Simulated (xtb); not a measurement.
C3H4, charge -1, doublet, from a rough starting geometry (a state made from the parent by changing its charge; the spin is typed, not shown lowest); GFN2-xTB (xtb).

xtb was given this input:
```
$ xtb mol.xyz --gfn 2 --chrg -1 --uhf 1 --opt vtight --json

# file mol.xyz
7

C      1.29970990     0.00865752    -0.03063051
C     -0.00891908     0.00212268    -0.01987831
C     -1.30266820    -0.02553009    -0.00642176
H      1.78407497    -0.72865620    -0.65939405
H      1.77915288     0.65131756     0.62361329
H     -1.82789517     0.60488112    -0.68518275
H     -1.83861431    -0.64599979     0.65329891
```

It wrote (shortened):

```
   ID    Z sym.   atoms
    1    6 C      1-3
    2    1 H      4-7

           -------------------------------------------------
          |                Calculation Setup                |
           -------------------------------------------------

           -------------------------------------------------
          |                 G F N 2 - x T B                 |
           -------------------------------------------------

          ...................................................
          :                      SETUP                      :
          :.................................................:
          :  # basis functions                  16          :
          :  # atomic orbitals                  16          :
          :  # shells                           10          :
          :  # electrons                        17          :
          :  max. iterations                   250          :
          :  Hamiltonian                  GFN2-xTB          :
          :  restarted?                      false          :
          :  GBSA solvation                  false          :
          :  PC potential                    false          :
          :  electronic temp.          300.0000000     K    :
          :  accuracy                    1.0000000          :
          :  -> integral cutoff          0.2500000E+02      :
          :  -> integral neglect         0.1000000E-07      :
          :  -> SCF convergence          0.1000000E-05 Eh   :
          :  -> wf. convergence          0.1000000E-03 e    :
          :  Broyden damping             0.4000000          :
          :  net charge                         -1          :
          :  unpaired electrons                  1          :
          ...................................................

 iter      E             dE          RMSdq      gap      omega  full diag
   1     -8.5971532 -0.859715E+01  0.445E+00    0.18       0.0  T
   2     -8.5594618  0.376914E-01  0.418E+00    0.34       1.0  T
   3     -8.5968826 -0.374208E-01  0.286E+00    0.32       1.0  T
   4     -8.6160581 -0.191755E-01  0.816E-01    0.06       1.0  T
   5     -8.6167779 -0.719824E-03  0.420E-01    0.05       1.0  T
   6     -8.6169637 -0.185758E-03  0.323E-01    0.02       1.0  T
   7     -8.6171583 -0.194605E-03  0.142E-01    0.03       1.0  T
   8     -8.6171949 -0.366430E-04  0.787E-02    0.04       1.0  T
   9     -8.6171765  0.184025E-04  0.118E-01    0.03       1.0  T
  10     -8.6172097 -0.331967E-04  0.425E-03    0.03       8.9  T
  11     -8.6172098 -0.412623E-07  0.122E-03    0.03      30.9  T
  12     -8.6172098 -0.354121E-08  0.990E-05    0.03     381.8  T
  13     -8.6172098  0.881073E-10  0.216E-04    0.03     175.1  T

   *** convergence criteria satisfied after 13 iterations ***

         :::::::::::::::::::::::::::::::::::::::::::::::::::::
         ::                     SUMMARY                     ::
         :::::::::::::::::::::::::::::::::::::::::::::::::::::
         :: total energy              -8.412924004884 Eh    ::
         :: gradient norm              0.090550166196 Eh/a0 ::
         :: HOMO-LUMO gap              0.033495207940 eV    ::
         ::.................................................::
         :: SCC energy                -8.617209614699 Eh    ::
         :: -> isotropic ES            0.145293842223 Eh    ::
         :: -> anisotropic ES          0.015201062482 Eh    ::
         :: -> anisotropic XC          0.004631818219 Eh    ::
         :: -> dispersion             -0.003448272287 Eh    ::
         :: repulsion energy           0.204285609815 Eh    ::
         :: add. restraining           0.000000000000 Eh    ::
         :: total charge              -1.000000000000 e     ::
         :::::::::::::::::::::::::::::::::::::::::::::::::::::

      -----------------------------------------------------------
     |                   =====================                   |
     |                        A N C O P T                        |
     |                   =====================                   |
     |               Approximate Normal Coordinate               |
     |                Rational Function Optimizer                |
      -----------------------------------------------------------
      -----------------------------------------------------------
     |                   =====================                   |
     |                        A N C O P T                        |
     |                   =====================                   |
     |               Approximate Normal Coordinate               |
     |                Rational Function Optimizer                |
      -----------------------------------------------------------

          ...................................................
          :                      SETUP                      :
          :.................................................:
          :   optimization level         verytight          :
          :   max. optcycles                   200          :
          :   ANC micro-cycles                  20          :
          :   degrees of freedom                15          :
          :.................................................:
          :   RF solver                   davidson          :
          :   write xtbopt.log                true          :
          :   linear?                        false          :
          :   energy convergence         0.1000000E-06 Eh   :
          :   grad. convergence          0.2000000E-03 Eh/α :
          :   maxmium RF displ.          1.0000000          :
          :   Hlow (freq-cutoff)         0.1000000E-01      :
          :   Hmax (freq-cutoff)         5.0000000          :
          :   S6 in model hess.         20.0000000          :
          ...................................................

generating ANC from exact Hessian ...
Using Lindh-Hessian (1995)
 Shifting diagonal of input Hessian by    9.2374417534790264E-003
[...]
 * total energy  :    -8.4634415 Eh     change       -0.1315286E-02 Eh
 * total energy  :    -8.4647545 Eh     change       -0.1312982E-02 Eh
 * total energy  :    -8.4655433 Eh     change       -0.7887733E-03 Eh
 * total energy  :    -8.4666129 Eh     change       -0.1069642E-02 Eh
 * total energy  :    -8.4668766 Eh     change       -0.2636796E-03 Eh
 * total energy  :    -8.4670590 Eh     change       -0.1824505E-03 Eh
 * total energy  :    -8.4671056 Eh     change       -0.4661997E-04 Eh
 * total energy  :    -8.4671138 Eh     change       -0.8193087E-05 Eh
 * total energy  :    -8.4671186 Eh     change       -0.4787164E-05 Eh
 * total energy  :    -8.4671211 Eh     change       -0.2504956E-05 Eh
 * total energy  :    -8.4671225 Eh     change       -0.1348571E-05 Eh
 * total energy  :    -8.4671229 Eh     change       -0.4158957E-06 Eh
 * total energy  :    -8.4671230 Eh     change       -0.6883583E-07 Eh
   *** GEOMETRY OPTIMIZATION CONVERGED AFTER 26 ITERATIONS ***
[...]
          :  accuracy                    1.0000000          :
          :  -> integral cutoff          0.2500000E+02      :
          :  -> integral neglect         0.1000000E-07      :
          :  -> SCF convergence          0.1000000E-05 Eh   :
          :  -> wf. convergence          0.1000000E-03 e    :
          :  Broyden damping             0.4000000          :
          :  net charge                         -1          :
          :  unpaired electrons                  1          :
          ...................................................

 iter      E             dE          RMSdq      gap      omega  full diag
   1     -8.6133839 -0.861338E+01  0.589E-05    3.25       0.0  T
   2     -8.6133839  0.205702E-11  0.611E-05    3.25     618.8  T
   3     -8.6133839 -0.174882E-10  0.190E-05    3.25    1987.5  T

   *** convergence criteria satisfied after 3 iterations ***

         :::::::::::::::::::::::::::::::::::::::::::::::::::::
         ::                     SUMMARY                     ::
         :::::::::::::::::::::::::::::::::::::::::::::::::::::
         :: total energy              -8.467122961272 Eh    ::
         :: gradient norm              0.000071444444 Eh/a0 ::
         :: HOMO-LUMO gap              3.251278303515 eV    ::
         ::.................................................::
         :: SCC energy                -8.613383811020 Eh    ::
         :: -> isotropic ES            0.136010973303 Eh    ::
         :: -> anisotropic ES          0.015760516431 Eh    ::
         :: -> anisotropic XC          0.005505961132 Eh    ::
         :: -> dispersion             -0.003577646395 Eh    ::
         :: repulsion energy           0.146260849748 Eh    ::
         :: add. restraining           0.000000000000 Eh    ::
         :: total charge              -1.000000000000 e     ::
         :::::::::::::::::::::::::::::::::::::::::::::::::::::

           -------------------------------------------------
          |                Property Printout                |
           -------------------------------------------------

    * Orbital Energies and Occupations

         #    Occupation            Energy/Eh            Energy/eV
      -------------------------------------------------------------
         1        2.0000           -0.3303864              -8.9903
         2        2.0000           -0.3139664              -8.5435
         3        2.0000           -0.2665734              -7.2538
         4        2.0000           -0.2333404              -6.3495
         5        2.0000           -0.2244542              -6.1077
         6        2.0000           -0.1893932              -5.1536
         7        2.0000           -0.1342169              -3.6522
         8        2.0000           -0.0780459              -2.1237
         9        1.0000           -0.0023325              -0.0635 (HOMO)
        10                          0.1171497               3.1878 (LUMO)
        11                          0.3489441               9.4953
        12                          0.3920613              10.6685
        13                          0.4738381              12.8938
        14                          0.4876687              13.2701
        15                          0.7116882              19.3660
        16                          0.9519705              25.9044
      -------------------------------------------------------------
                  HL-Gap            0.1194823 Eh            3.2513 eV
             Fermi-level            0.0086097 Eh            0.2343 eV

     #   Z          covCN         q      C6AA      α(0)
     1   6 C        2.831    -0.151    31.895     9.255
     2   6 C        1.961    -0.219    37.530     9.893
     3   6 C        2.831    -0.152    31.895     9.255
     4   1 H        0.922    -0.126     6.563     4.007
     5   1 H        0.924    -0.113     6.038     3.843
     6   1 H        0.924    -0.113     6.038     3.843
     7   1 H        0.922    -0.126     6.563     4.006

 Mol. C6AA /au·bohr⁶  :        753.622693
 Mol. C8AA /au·bohr⁸  :      16527.930276
 Mol. α(0) /au        :         44.100577

Wiberg/Mayer (AO) data.
largest (>0.10) Wiberg bond orders for each atom

 ---------------------------------------------------------------------------
     #   Z sym  total        # sym  WBO       # sym  WBO       # sym  WBO
 ---------------------------------------------------------------------------
     1   6 C    3.786 --     2 C    1.735     5 H    0.964     4 H    0.942
                             3 C    0.111
     2   6 C    3.521 --     1 C    1.735     3 C    1.735
     3   6 C    3.786 --     2 C    1.735     6 H    0.964     7 H    0.942
                             1 C    0.111
     4   1 H    0.983 --     1 C    0.942
     5   1 H    0.987 --     1 C    0.964
     6   1 H    0.987 --     3 C    0.964
     7   1 H    0.983 --     3 C    0.942
 ---------------------------------------------------------------------------

Topologies differ in total number of bonds
Writing topology from bond orders to xtbtopo.mol

molecular dipole:
                 x           y           z       tot (Debye)
 q only:        0.032      -0.034       0.018
   full:        0.034      -0.358      -0.054       0.925
molecular quadrupole (traceless):
                xx          xy          yy          xz          yz          zz
 q only:       -6.551       0.064       2.464      -0.593      -0.385       4.087
  q+dip:       -3.469       0.099       1.506      -0.537      -0.097       1.963
   full:       -4.255       0.104       1.564      -0.590      -0.255       2.691

optimized geometry written to: xtbopt.xyz

           -------------------------------------------------
          | TOTAL ENERGY               -8.467122961272 Eh   |
          | GRADIENT NORM               0.000071444444 Eh/α |
          | HOMO-LUMO GAP               3.251278303515 eV   |
           -------------------------------------------------

normal termination of xtb
```
